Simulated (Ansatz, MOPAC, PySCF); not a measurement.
The molecule SN+, closed-shell singlet (the spin of the measured ground state).

The constants come from a fifth-degree fit in 1/R (seven points, main isotopes). In def2 and cc sets the state is the lowest found near the PBE0 minimum, followed along R. The singlet is held restricted. HF and MP2 rows in def2 and cc sets belong to the determinant that coupled cluster picked by its CCSD energy.

Frozen-core correlation. CBS: X⁻³ extrapolation of the correlation energy, Hartree–Fock from the larger set. Rows in 6-31G* carry no dispersion term and start afresh at each structure (6-31G* with six Cartesian d functions). MP2/6-31G* freezes PySCF's default core. The state that PM6 reach isn't checked.

Run with Ansatz (Gaussian orbitals); MOPAC for PM6 (differences of heats of formation); PySCF for 6-31G* rows. 

```tsv
level	r_e (Å)	ω_e (cm⁻¹)	ω_e x_e (cm⁻¹)
PM6	1.434	1458	4.1
HF/def2-TZVPP	1.388	1734	5.7
r2SCAN/def2-TZVPP	1.431	1492	6.5
CAM-B3LYP/def2-TZVPP	1.415	1568	6.2
MP2/6-31G*	1.482	(withheld)	11
SCS-MP2/aug-cc-pV(T+d)Z	1.460	1311	9.9
CCSD/def2-QZVPP	1.427	1507	6.8
CCSD(T)/CBS(aug-cc-pV(Q+d)Z, aug-cc-pV(5+d)Z)	(withheld)	(withheld)	7.7
```

Task: What belongs in the gaps?

Result: 
- CCSD(T)/CBS(aug-cc-pV(Q+d)Z, aug-cc-pV(5+d)Z), r_e (Å): 1.438
- CCSD(T)/CBS(aug-cc-pV(Q+d)Z, aug-cc-pV(5+d)Z), ω_e (cm⁻¹): 1435
- MP2/6-31G*, ω_e (cm⁻¹): 1232

Measured for the ground state: r_e 1.44 Å [NIST CCCBDB].

Doubts at one or more of the structures used: a restricted determinant that unrestricted orbitals would lower (HF/def2-TZVPP, SCS-MP2/aug-cc-pV(T+d)Z, CCSD/def2-QZVPP, CCSD(T)/CBS(aug-cc-pV(Q+d)Z, aug-cc-pV(5+d)Z)).

Ansatz is a quantum-chemistry and plane-wave program.
